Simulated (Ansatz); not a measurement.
The cluster Te2Mo. The state is a singlet with charge 0. Geometry B3LYP-D4/def2-TZVP.

```xyz
3

Mo   -0.1406    0.3371   -0.8833
Te    2.0079   -0.1698    0.1327
Te   -1.8673   -0.1672    0.7505
```

In the def2 sets Mo, Te take a core potential; there is no spin–orbit coupling. B3LYP takes the VWN-RPA correlation. The restricted singlet is unstable towards broken spin symmetry at other levels; at PBE-D4/def2-TZVPD, r2SCAN-D4/def2-TZVPD, B3LYP-D4/def2-TZVP, PBE0-D4/def2-SVP this wasn't settled. At r2SCAN-D4/def2-TZVP the restricted singlet is unstable: a solution with broken spin symmetry lies lower. At PBE0-D4/def2-TZVP a triplet of charge 0 lies 0.98 eV below the restricted singlet, each at its own geometry. The structure comes from a short search, and lower isomers may exist.

(1) Estimate the orbital energies around the gap (eV) in Ansatz with PBE-D4/def2-TZVPD, r2SCAN-D4/def2-TZVP, r2SCAN-D4/def2-TZVPD, B3LYP-D4/def2-TZVP, PBE0-D4/def2-SVP.

Results:

(1) 
```csv
orbital,PBE-D4/def2-TZVPD,r2SCAN-D4/def2-TZVP,r2SCAN-D4/def2-TZVPD,B3LYP-D4/def2-TZVP,PBE0-D4/def2-SVP
HOMO−9,-40.14,-41.30,-41.31,-42.83,-43.35
HOMO−8,-15.09,-15.56,-15.57,-16.41,-16.74
HOMO−7,-14.83,-15.28,-15.29,-16.12,-16.43
HOMO−6,-7.28,-7.53,-7.54,-8.05,-8.36
HOMO−5,-7.08,-7.35,-7.36,-7.91,-8.20
HOMO−4,-6.98,-7.18,-7.19,-7.66,-7.92
HOMO−3,-6.33,-6.52,-6.53,-6.98,-7.19
HOMO−2,-6.25,-6.40,-6.42,-6.82,-7.02
HOMO−1,-5.49,-5.65,-5.66,-6.05,-6.22
HOMO,-4.18,-4.55,-4.56,-5.40,-5.64
LUMO,-4.16,-4.10,-4.11,-3.68,-3.44
LUMO+1,-4.09,-3.95,-3.96,-3.33,-3.08
LUMO+2,-3.50,-3.46,-3.48,-2.91,-2.76
LUMO+3,-3.03,-2.96,-2.98,-2.56,-2.37
LUMO+4,-1.95,-1.67,-1.70,-1.52,-1.25
LUMO+5,-0.33,-0.05,-0.08,0.07,0.40
```
